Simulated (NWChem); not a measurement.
System: BeH$_{2}$O; SMILES [BeH][OH]

Input file for NWChem:

```
start job
memory heap 200 mb stack 900 mb global 1100 mb
geometry units angstroms noautosym nocenter noautoz
  Be     0.004533    -0.854112     0.000104
  H      0.012000    -2.187218     0.000281
  O     -0.003500     0.539059    -0.000304
  H     -0.001594     1.486292     0.002728
end
basis spherical
  * library 6-311g**
end
dft
  xc b3lyp
  iterations 150
end
property
  shielding
end
task dft property
```

NWChem printed, in part:

```
             Northwest Computational Chemistry Package (NWChem) 7.3.0
             --------------------------------------------------------

                             Geometry "geometry" -> ""
                             -------------------------

 Output coordinates in angstroms (scale by  1.889725989 to convert to a.u.)

  No.       Tag          Charge          X              Y              Z
 ---- ---------------- ---------- -------------- -------------- --------------
    1 Be                   4.0000     0.00453300    -0.85411200     0.00010400
    2 H                    1.0000     0.01200000    -2.18721800     0.00028100
    3 O                    8.0000    -0.00350000     0.53905900    -0.00030400
    4 H                    1.0000    -0.00159400     1.48629200     0.00272800

 Effective nuclear repulsion energy (a.u.)      20.8128219158

                              NWChem Property Module
                              ----------------------

  itol2e modified to match energy
  convergence criterion.

                                 NWChem DFT Module
                                 -----------------

 Summary of "ao basis" -> "ao basis" (spherical)
 ------------------------------------------------------------------------------
       Tag                 Description            Shells   Functions and Types
 ---------------- ------------------------------  ------  ---------------------
 Be                         6-311g**                 8       18   4s3p1d
 H                          6-311g**                 4        6   3s1p
 O                          6-311g**                 8       18   4s3p1d

  itol2e modified to match energy
  convergence criterion.

            General Information
            -------------------
          SCF calculation type: DFT
          Wavefunction type:  closed shell.
          No. of atoms     :     4
          No. of electrons :    14
           Alpha electrons :     7
            Beta electrons :     7
          Charge           :     0
          Spin multiplicity:     1
          Use of symmetry is: off; symmetry adaption is: off
          Maximum number of iterations: 150
          AO basis - number of functions:    48
                     number of shells:    24
          Convergence on energy requested:  1.00D-07
          Convergence on density requested:  1.00D-05
          Convergence on gradient requested:  5.00D-04

[...]

          -----------------------------------------
          Chemical Shielding Tensors (GIAO, in ppm)
          -----------------------------------------

                                NWChem CPHF Module
                                ------------------

  scftype          =     RHF
  nclosed          =        7
  nopen            =        0
  variables        =      287
  # of vectors     =        3
  tolerance        = 0.10D-03
  level shift      = 0.00D+00
  max iterations   =       50
  max subspace     =       30

 SCF residual:    4.1035306205358428E-005

Iterative solution of linear equations
  No. of variables      287
  No. of equations        3
  Maximum subspace       30
        Iterations       50
       Convergence  1.0D-04

   iter   nsub   residual    time
   ----  ------  --------  ---------
     1      3    2.09D-01       3.0
     2      6    8.30D-03       3.4
     3      9    3.29D-04       3.9
     4     12    2.07D-05       4.4

      Atom:    1  Be
        Diamagnetic
    147.2339     -0.0439      0.0000
     -0.0439    158.3353      0.0057
      0.0000      0.0057    147.2337

        Paramagnetic
    -65.1013     -0.3097      0.0000
     -0.3097     -0.0016      0.0126
      0.0000      0.0126    -65.1028

        Total Shielding Tensor
     82.1327     -0.3536      0.0000
     -0.3536    158.3337      0.0183
      0.0000      0.0183     82.1308

           isotropic =     107.5324
          anisotropy =      76.2044

          Principal Components and Axis System
                 1           2           3
              158.3354     82.1311     82.1308

      1        -0.0046      0.8963     -0.4434
      2         1.0000      0.0041     -0.0023
      3         0.0002      0.4434      0.8963

      Atom:    2  H
        Diamagnetic
     26.8708     -0.0282      0.0000
     -0.0282     32.3629      0.0004
      0.0000      0.0004     26.8706

        Paramagnetic
     -0.1696      0.0019     -0.0000
      0.0019      0.0000      0.0011
     -0.0000      0.0011     -0.1696

        Total Shielding Tensor
     26.7012     -0.0263      0.0000
     -0.0263     32.3629      0.0015
      0.0000      0.0015     26.7010

           isotropic =      28.5884
          anisotropy =       5.6620

          Principal Components and Axis System
                 1           2           3
               32.3630     26.7010     26.7010

      1        -0.0046      0.8903     -0.4553
      2         1.0000      0.0040     -0.0023
      3         0.0003      0.4553      0.8903

      Atom:    3  O
        Diamagnetic
    365.1249     -0.0695     -0.0000
     -0.0695    414.3857      0.0807
     -0.0000      0.0807    365.1248

        Paramagnetic
   -124.8053     -1.1285     -0.0050
     -1.1285     -0.0085     -0.2123
     -0.0050     -0.2123   -124.8026

        Total Shielding Tensor
    240.3195     -1.1980     -0.0050
     -1.1980    414.3772     -0.1316
     -0.0050     -0.1316    240.3222

           isotropic =     298.3397
          anisotropy =     174.0689

          Principal Components and Axis System
                 1           2           3
              414.3856    240.3247    240.3087

      1        -0.0069     -0.4033      0.9150
      2         1.0000     -0.0021      0.0066
      3        -0.0008      0.9151      0.4033

      Atom:    4  H
        Diamagnetic
     22.0542      0.0282      0.0001
      0.0282     45.8545      0.0671
      0.0001      0.0671     22.0544

        Paramagnetic
      0.1999     -0.0397     -0.0000
     -0.0397     -0.0003     -0.0179
     -0.0000     -0.0179      0.1997

[...]
```

Level: B3LYP/6-311G** (spherical d), GIAO. The geometry was optimised at PBE0/def2-SVP. B3LYP is NWChem's, with the RPA form of VWN correlation. The printed shielding anisotropy is the first printed principal value minus the mean of the other two.
